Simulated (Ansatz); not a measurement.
Computed with Ansatz on PBE0-D4/def2-TZVP structures; ΔE is electronic, products minus reactants. CBS: MP2 limit from def2 TZ/QZ plus the TZ coupled-cluster correction, frozen cores. This one scheme is used for every species, atoms too. DFT in def2-TZVPP. Open shells (•) are unrestricted, without spin–orbit coupling. Spin–orbit coupling would lower the free atoms: a little for Al, C, F, Si. Each species was taken in one conformer, which may not be the lowest.

`CC[SiH](F)[AlH2]` → Al• + 2 C• + F• + 8 H• + Si•  (atomization)

| level | ΔE (eV) | difference from CCSD(T)/CBS |
| --- | --- | --- |
| PBE-D4 | 46.89 | 0.12 |
| r2SCAN-D4 | 46.74 | -0.03 |
| B2PLYP | 46.12 | -0.65 |
| SCS-MP2/def2-TZVPP | 45.99 | -0.78 |
| CCSD(T)/def2-TZVPP | 45.65 | -1.12 |
| MP2/def2-QZVPP | 46.64 | -0.13 |
| SCS-MP2/def2-QZVPP | 46.74 | -0.03 |
| HF/CBS(def2) | 35.69 | -11.08 |
| MP2/CBS(def2) | 47.09 | 0.32 |
| CCSD/CBS(def2) | 46.29 | -0.48 |
| CCSD(T)/CBS | 46.77 | 0 |

Largest T1 diagnostic among the species: 0.018.

In def2-TZVPP, CCSD(T) changes the Hartree–Fock value by +10.06 eV (the triples alone add +0.48 eV) and MP2 by +10.38 eV; breaking electron pairs costs correlation energy, which Hartree–Fock lacks. The D4 term adds +0.42 eV with B3LYP and +0.22 eV with PBE0; it sums over pairs of atoms, weighted by their polarisabilities, and B3LYP, whose exchange is more repulsive, gets the larger term.

B3LYP here is the variant with VWN-RPA as its local correlation; programs differ in this.

For atomizations the MP2-based limit and the directly extrapolated one differ by several kJ/mol either way, and by 10 to 25 for some Ge, Se and Sn compounds, so smaller differences from it don't rank the levels.
